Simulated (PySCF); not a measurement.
2-hydroxyethyl prop-2-enoate (C₅H₈O₃), SMILES C=CC(=O)OCCO.

Coordinates come from a PBE0-D3(BJ)/def2-SVP optimisation. The values are those of a single conformer.

Calculation: TDA-LC-ωPBE/def2-SVPD (PySCF).

Vertical excitations. 

Computed UV-visible absorptions:
```tsv
state	energy (eV)	λ (nm)	f	main pairs
S1	5.31	233	0.000	HOMO−1→LUMO 79 %
S2	7.05	176	0.474	HOMO−2→LUMO 77 %
S3	7.53	165	0.143	HOMO→LUMO 43 %, HOMO−3→LUMO 18 %, HOMO→LUMO+1 13 %
S4	7.59	163	0.050	HOMO→LUMO+1 47 %, HOMO→LUMO+2 9 %, HOMO→LUMO 9 %
S5	7.75	160	0.009	HOMO−6→LUMO 48 %, HOMO−5→LUMO 27 %, HOMO−4→LUMO 13 %
S6	8.34	149	0.001	HOMO−4→LUMO 35 %, HOMO−7→LUMO 27 %, HOMO−6→LUMO 15 %, HOMO−5→LUMO 7 %
T1	3.74	332	0	HOMO−2→LUMO 73 %
T2	4.83	257	0	HOMO−1→LUMO 77 %
```
Triplets are in the Tamm–Dancoff approximation.
